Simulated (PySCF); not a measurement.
**Basis-set dependence of population analyses: TMS-CHClF**

Compound: TMS-CHClF, C₄H₁₀ClFSi.
Atom-mapped SMILES: `[CH3:1][Si:2]([CH3:3])([CH3:4])[C@H:5]([F:6])[Cl:7]` (hydrogens: H8, H9, H10 on C1; H11, H12, H13 on C3; H14, H15, H16 on C4; H17 on C5)

PBE0 throughout (PySCF), one geometry, spherical d and f functions. Geometry: PBE0-D3(BJ)/def2-SVP; no solvent, vibrations or thermal averaging. Atoms taken as equivalent share a column and are averaged.

Mulliken charges (e):

| basis | functions | C1/C3/C4 | Si2 | C5 | F6 | Cl7 | H8 (×9) | H17 |
| --- | --- | --- | --- | --- | --- | --- | --- | --- |
| STO-3G | 53 | -0.404 | +0.796 | -0.094 | -0.084 | -0.198 | +0.078 | +0.092 |
| pcSseg-0 | 91 | -1.194 | +1.784 | -0.487 | -0.335 | -0.037 | +0.263 | +0.295 |
| 6-31G | 91 | -0.824 | +1.074 | -0.330 | -0.300 | +0.013 | +0.199 | +0.224 |
| 6-31G* | 126 | -0.770 | +0.792 | -0.114 | -0.303 | -0.083 | +0.202 | +0.205 |
| cc-pVDZ | 156 | -0.251 | +0.389 | -0.010 | -0.199 | -0.124 | +0.068 | +0.084 |
| def2-SVP | 156 | -0.314 | +0.508 | +0.042 | -0.234 | -0.159 | +0.077 | +0.090 |
| pcSseg-1 | 183 | -0.620 | +0.891 | -0.071 | -0.295 | -0.152 | +0.147 | +0.162 |
| aug-cc-pVDZ | 259 | +0.542 | +1.792 | +0.496 | -0.489 | -0.198 | -0.325 | -0.301 |
| 6-311+G(2d,p) | 265 | -0.756 | +1.019 | -0.174 | -0.217 | -0.057 | +0.169 | +0.172 |
| def2-TZVP | 289 | -0.483 | +0.281 | +0.115 | -0.193 | -0.151 | +0.143 | +0.114 |

IAO charges (e):

```tsv
basis	functions	C1/C3/C4	Si2	C5	F6	Cl7	H8 (×9)	H17
STO-3G	53	-0.636	+0.983	-0.202	-0.107	-0.118	+0.136	+0.129
pcSseg-0	91	-0.722	+1.015	-0.132	-0.257	-0.107	+0.164	+0.170
6-31G	91	-0.717	+0.992	-0.116	-0.269	-0.108	+0.165	+0.169
6-31G*	126	-0.716	+1.077	-0.088	-0.283	-0.116	+0.156	+0.153
cc-pVDZ	156	-0.715	+1.075	-0.081	-0.286	-0.115	+0.155	+0.154
def2-SVP	156	-0.709	+1.084	-0.084	-0.288	-0.107	+0.152	+0.150
pcSseg-1	183	-0.722	+1.098	-0.090	-0.294	-0.112	+0.156	+0.157
aug-cc-pVDZ	259	-0.728	+1.082	-0.080	-0.301	-0.113	+0.160	+0.161
6-311+G(2d,p)	265	-0.738	+1.109	-0.091	-0.302	-0.108	+0.161	+0.162
def2-TZVP	289	-0.742	+1.120	-0.090	-0.302	-0.107	+0.161	+0.159
```

Hirshfeld charges (e):

```json
{"basis": "STO-3G", "functions": "53", "C1/C3/C4": "-0.127", "Si2": "+0.431", "C5": "+0.080", "F6": "-0.053", "Cl7": "-0.227", "H8 (×9)": "+0.015", "H17": "+0.019"}
{"basis": "pcSseg-0", "functions": "91", "C1/C3/C4": "-0.202", "Si2": "+0.395", "C5": "+0.010", "F6": "-0.108", "Cl7": "-0.076", "H8 (×9)": "+0.039", "H17": "+0.039"}
{"basis": "6-31G", "functions": "91", "C1/C3/C4": "-0.200", "Si2": "+0.354", "C5": "+0.010", "F6": "-0.110", "Cl7": "-0.090", "H8 (×9)": "+0.043", "H17": "+0.049"}
{"basis": "6-31G*", "functions": "126", "C1/C3/C4": "-0.199", "Si2": "+0.337", "C5": "+0.012", "F6": "-0.096", "Cl7": "-0.098", "H8 (×9)": "+0.044", "H17": "+0.048"}
{"basis": "cc-pVDZ", "functions": "156", "C1/C3/C4": "-0.209", "Si2": "+0.374", "C5": "0.000", "F6": "-0.088", "Cl7": "-0.076", "H8 (×9)": "+0.042", "H17": "+0.040"}
{"basis": "def2-SVP", "functions": "156", "C1/C3/C4": "-0.213", "Si2": "+0.379", "C5": "+0.002", "F6": "-0.100", "Cl7": "-0.061", "H8 (×9)": "+0.042", "H17": "+0.040"}
{"basis": "pcSseg-1", "functions": "183", "C1/C3/C4": "-0.216", "Si2": "+0.389", "C5": "+0.003", "F6": "-0.102", "Cl7": "-0.066", "H8 (×9)": "+0.042", "H17": "+0.043"}
{"basis": "aug-cc-pVDZ", "functions": "259", "C1/C3/C4": "-0.224", "Si2": "+0.385", "C5": "-0.010", "F6": "-0.102", "Cl7": "-0.051", "H8 (×9)": "+0.045", "H17": "+0.046"}
{"basis": "6-311+G(2d,p)", "functions": "265", "C1/C3/C4": "-0.214", "Si2": "+0.376", "C5": "-0.009", "F6": "-0.106", "Cl7": "-0.054", "H8 (×9)": "+0.043", "H17": "+0.046"}
{"basis": "def2-TZVP", "functions": "289", "C1/C3/C4": "-0.218", "Si2": "+0.375", "C5": "-0.007", "F6": "-0.102", "Cl7": "-0.058", "H8 (×9)": "+0.044", "H17": "+0.045"}
```

ESP-fitted charges (e):

```tsv
basis	functions	C1/C3/C4	Si2	C5	F6	Cl7	H8 (×9)	H17
STO-3G	53	-0.604	+0.811	+0.018	-0.068	-0.248	+0.136	+0.080
pcSseg-0	91	-0.877	+1.053	+0.046	-0.217	-0.196	+0.202	+0.124
6-31G	91	-0.704	+0.785	+0.013	-0.201	-0.181	+0.173	+0.143
6-31G*	126	-0.714	+0.873	-0.240	-0.098	-0.126	+0.172	+0.189
cc-pVDZ	156	-0.633	+0.814	-0.198	-0.114	-0.120	+0.150	+0.170
def2-SVP	156	-0.632	+0.800	-0.145	-0.137	-0.112	+0.148	+0.156
pcSseg-1	183	-0.734	+0.970	-0.206	-0.135	-0.127	+0.169	+0.180
aug-cc-pVDZ	259	-0.733	+0.956	-0.229	-0.125	-0.117	+0.170	+0.183
6-311+G(2d,p)	265	-0.757	+0.983	-0.269	-0.121	-0.106	+0.176	+0.196
def2-TZVP	289	-0.749	+0.975	-0.236	-0.122	-0.110	+0.173	+0.181
```

Some averages cover members that differ in this geometry, most widely: C1/C3/C4, ESP-fitted in 6-311+G(2d,p) -0.852 to -0.704; C1/C3/C4, ESP-fitted in aug-cc-pVDZ -0.825 to -0.680; C1/C3/C4, ESP-fitted in def2-TZVP -0.834 to -0.694; C1/C3/C4, ESP-fitted in pcSseg-0 -0.922 to -0.794 e.

Which scheme is steadiest as the basis changes?

Largest range over the bases for any column: Hirshfeld 0.18 e, IAO 0.20 e, ESP-fitted 0.32 e, Mulliken 1.74 e. Hirshfeld charges move least and Mulliken charges most, counted in e. Without the minimal STO-3G basis the ranges are Hirshfeld 0.06, IAO 0.13, ESP-fitted 0.32, Mulliken 1.74 e.

How much do the charges still move between the two largest bases, 6-311+G(2d,p) and def2-TZVP?

At most, over all atoms: Mulliken 0.738 e, IAO 0.011 e, Hirshfeld 0.004 e, ESP-fitted 0.034 e.

What do the same runs give for the total energy, the frontier levels and the dipole moment?

```csv
basis,energy (Eh),HOMO (eV),LUMO (eV),μ (D)
STO-3G,-995.8453,-5.19,4.68,2.72
pcSseg-0,-1005.9977,-8.02,0.82,2.81
6-31G,-1007.3009,-7.85,0.83,2.90
6-31G*,-1007.4022,-7.68,0.88,2.57
cc-pVDZ,-1007.4584,-7.69,0.90,2.45
def2-SVP,-1007.0221,-7.71,1.05,2.32
pcSseg-1,-1007.3927,-7.92,0.62,2.57
aug-cc-pVDZ,-1007.4851,-7.88,-0.28,2.49
"6-311+G(2d,p)",-1007.5540,-7.90,-0.15,2.51
def2-TZVP,-1007.5788,-7.84,0.54,2.41
```

The dipole is fixed by the density alone, so its range of 0.58 D shows that the density itself changes with the basis, not only its division among atoms.
